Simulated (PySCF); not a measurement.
**Ionisation energy of Ti by level of theory**

Ti [Ar] 3d2 4s2 (3F) → Ti⁺ [Ar] 3d2 4s1 (4F), as a difference of total energies. Computed with PySCF 2.14 in def2-SVP, with no relativity, point nucleus. Correlated levels: valence: [Ar] frozen. The calculations carry no spin-orbit coupling.

| method | ionisation energy (eV) |
| --- | --- |
| UHF | 5.529 |
| r2SCAN | 6.364 |
| PBE0 | 6.551 |
| MP2 (valence) | 6.134 |
| SCS-MP2 (valence) | 6.252 |

Question: How much does correlation contribute at MP2 (valence)?

Answer: 6.134 − (5.529) = 0.605 eV, measured against UHF.

These non-relativistic numbers lack the scalar-relativistic shift.

Errors of the correlated levels include the incompleteness of this basis and the frozen core.

MP2 underrates the near-degeneracy of ns² with np² in the lower species.

For comparison: 6.828 eV (measured; NIST levels, between the centres of gravity of the two terms).
